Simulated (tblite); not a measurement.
**Question.** What does the GFN2-xTB structure of InChI=1S/C5H10SSi/c1-4(6)5-2-7-3-5/h5H,2-3,7H2,1H3 look like in three dimensions?

**Answer.** 
```
atom  x, y, z in Å
C1    -2.4034   -0.5905    0.2944
C2    -1.1105   -0.7177   -0.4387
S3    -0.8019   -2.0221   -1.3595
C4    -0.1229    0.3731   -0.2146
C5     1.0401    0.4869   -1.2179
Si6    2.3196    0.5555    0.1952
C7     0.6876    0.1066    1.0897
H8    -2.9702   -1.5171    0.2478
H9    -2.2262   -0.3192    1.3353
H10   -2.9986    0.2061   -0.1559
H11   -0.6562    1.3229   -0.1227
H12    1.1076   -0.4117   -1.8294
H13    0.9476    1.3354   -1.8916
H14    3.3768   -0.4500    0.2200
H15    2.8204    1.8909    0.5208
H16    0.3560    0.7038    1.9356
H17    0.6272   -0.9408    1.3817
```

Any rigid rotation of these coordinates is as good. Atoms count from 1 in this order. The 4-membered ring C4–C5–Si6–C7 has internal angles of 76.5° to 99.5° (sum 358°, against 360° for a flat polygon); it is puckered, 0.07 Å rms from its mean plane, widest ring torsion 11°. The C–C distances run from 1.488 Å (C2–C4, drawn single) to 1.559 Å (C4–C7, drawn single), a spread of 0.071 Å. Of the pairs four or more bonds apart, S3···H12 is among the closest relative to their van der Waals radii: 2.54 Å, 85 % of the sum of Bondi's values. Si6 (SiH2 silicon) has angles from 76.5° to 118.3°.

Bonds between heavy atoms (Å): C1–C2 1.492, C2=S3 1.626, C2–C4 1.488, C4–C5 1.540, C5–Si6 1.908, Si6–C7 1.914, C4–C7 1.559.

Computed geometry: GFN2-xTB, gas phase.

Point group: C1 (no symmetry element, even within 0.4 Å). Its GFN2-xTB frequencies are all real (lowest 38 cm⁻¹). One conformer, not necessarily the lowest (C1–C2–C4–C5 -164°, C2–C4–C5–Si6 -130°, C4–C5–Si6–C7 9°, C5–Si6–C7–C4 -9°, C2–C4–C7–Si6 135°). 3 starts were optimised and ended at 0.00, 0.01 and 0.69 kcal/mol (GFN2-xTB); the lowest of these is shown.

On one thread, Arm Neoverse N1 (aarch64), shared host with 64 logical CPUs at a one-minute load of 56, this took 1.3 s wall. This is the geometry optimisation.
